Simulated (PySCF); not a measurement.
Magnetic susceptibility: `C/C=[N+](/C)CCC=O`, [C$_{6}$H$_{12}$NO]+, charge +1

Cartesian coordinates in Å; atom numbers follow the order of the lines, from 1:
```xyz
20

C    -2.127   -0.966   -0.414
C    -1.542    0.355   -0.174
N    -0.428    0.624    0.394
C    -0.001    1.984    0.607
C     0.487   -0.399    0.887
C     1.244   -1.133   -0.230
C     2.274   -0.276   -0.927
O     2.446    0.888   -0.708
H    -1.582   -1.792    0.031
H    -3.155   -0.964   -0.043
H    -2.214   -1.129   -1.491
H    -2.136    1.200   -0.509
H     0.999    2.116    0.184
H    -0.687    2.692    0.150
H     0.057    2.184    1.678
H    -0.071   -1.123    1.485
H     1.219    0.093    1.530
H     0.573   -1.535   -0.991
H     1.772   -1.984    0.208
H     2.867   -0.827   -1.674
```

Total charge +1.

Computed, not measured: GIAO mPW1PW91/cc-pVDZ magnetisability, rotational g tensor and spin-rotation constants, non-relativistic, gas phase (PySCF). Geometry: GFN2-xTB.

For an ion the centre-of-mass motion in the field is neglected.

Q: How diamagnetic is it, and how anisotropic?

A: Isotropic -1068 × 10⁻³⁰ J/T², or -64.3 × 10⁻⁶ cm³/mol; principal values -1173, -1095, -935 × 10⁻³⁰ J/T², anisotropy 211 × 10⁻³⁰ J/T² (root of half the summed squared differences of the principal values). The susceptibility is in cgs units.

Q: Split it along the inertial axes a, b, c into diamagnetic and paramagnetic parts about the centre of mass, with the quadrupole moment.

A: 
| axis | χ (10⁻⁶ cm³/mol) | diamagnetic (10⁻⁶ cm³/mol) | paramagnetic (10⁻⁶ cm³/mol) | summed x² of all electrons (Å²) | quadrupole Θ (D Å) |
| --- | --- | --- | --- | --- | --- |
| a | -66.0 | -527.0 | 461.0 | 174.5 | +5.44 |
| b | -56.9 | -886.8 | 829.9 | 89.7 | +2.44 |
| c | -70.0 | -1121.1 | 1051.1 | 34.5 | -7.88 |

Anisotropies 2χaa − χbb − χcc = -5.0 and 2χbb − χaa − χcc = +22.2 × 10⁻⁶ cm³/mol. Θ is traceless in Buckingham's convention.

Q: And the rotational g tensor?

A: 
```
axis  rotational constant (GHz)        g  nuclear part  electronic part
   a                     2.9734  -0.0028        0.6412          -0.6440
   b                     1.5040  -0.0066        0.5798          -0.5864
   c                     1.1798  +0.0055        0.5881          -0.5826
```
Asymmetric top; isotopes 12C, 1H, 14N, 16O; no vibrational averaging.
